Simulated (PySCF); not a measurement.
## Argon: a sound run and one with changed settings

Sound run: Ar²⁺ [Ne] 3s2 3p4, Ar³⁺ [Ne] 3s2 3p3. Computed with PySCF 2.14 in def2-TZVP, with no relativity, point nucleus. In the sound run the correlated levels freeze [Ne]. The sound run starts from symmetry-adapted Hartree-Fock orbitals and uses a fine grid where one is needed.

Changed run: all electrons correlated in a basis built for the valence shell.

```tsv
species	method	sound run (hartree)	changed run (hartree)	converged
Ar²⁺	MP2	-525.42519	-525.52342	yes
Ar²⁺	CCSD(T)	-525.45634	-525.55306	yes
Ar³⁺	MP2	-523.94964	-524.04739	yes
Ar³⁺	CCSD(T)	-523.97575	-524.07215	yes
```

Ionisation energy of Ar²⁺:

```tsv
method	sound run (eV)	changed run (eV)
UHF	39.373	39.373
MP2	40.152	40.165
SCS-MP2	40.233	40.236
CCSD	40.262	40.271
CCSD(T)	40.289	40.298
```

A valence basis has no tight correlating functions, so it recovers only part of the core correlation, and not evenly between atom and ion.

For comparison, NIST gives 40.735 ± 0.012 eV between the lowest levels.
